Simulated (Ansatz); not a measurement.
`C[SiH2]C(Cl)Cl` + H₂ → `ClCCl` + `C[SiH3]`  (hydrogenolysis of a C–Si bond)

Gas-phase electronic energies from Ansatz, PBE0-D4/def2-TZVP geometries. CCSD(T)/CBS is the MP2 limit (def2-TZVPP, def2-QZVPP) plus CCSD(T) − MP2 in def2-TZVPP, frozen cores. This one scheme is used for every species. Functionals use def2-TZVPP. B3LYP here is the variant with VWN-RPA as its local correlation; programs differ in this. One conformer a species, not always the lowest.

```
             level  ΔE (kcal/mol)  difference from CCSD(T)/CBS
            PBE-D4           -4.4                          0.3
         r2SCAN-D4           -4.7                          0.0
           ωB97X-V           -6.0                         -1.3
            B2PLYP           -7.5                         -2.8
               PBE           -7.0                         -2.3
            r2SCAN           -5.4                         -0.7
              PBE0           -7.9                         -3.2
             B3LYP           -9.6                         -4.9
     HF/def2-TZVPP          -13.7                         -9.0
    MP2/def2-TZVPP           -3.7                          1.0
SCS-MP2/def2-TZVPP           -5.9                         -1.2
CCSD(T)/def2-TZVPP           -5.7                         -1.0
     HF/def2-QZVPP          -13.7                         -9.0
      HF/CBS(def2)          -13.7                         -9.0
     MP2/CBS(def2)           -2.8                          1.9
    CCSD/CBS(def2)           -6.4                         -1.7
       CCSD(T)/CBS           -4.7                            0
```

Largest T1 diagnostic among the species: 0.010.

The D4 term adds +4.2 kcal/mol with B3LYP and +2.3 kcal/mol with PBE0; it sums over pairs of atoms, weighted by their polarisabilities, and B3LYP, whose exchange is more repulsive, gets the larger term. From PBE to PBE0 (25 % exact exchange), in def2-TZVPP and without D4, ΔE moves by −0.9 kcal/mol. In def2-TZVPP, CCSD(T) changes the Hartree–Fock value by +8.0 kcal/mol (the triples alone add +1.6 kcal/mol) and MP2 by +9.9 kcal/mol.
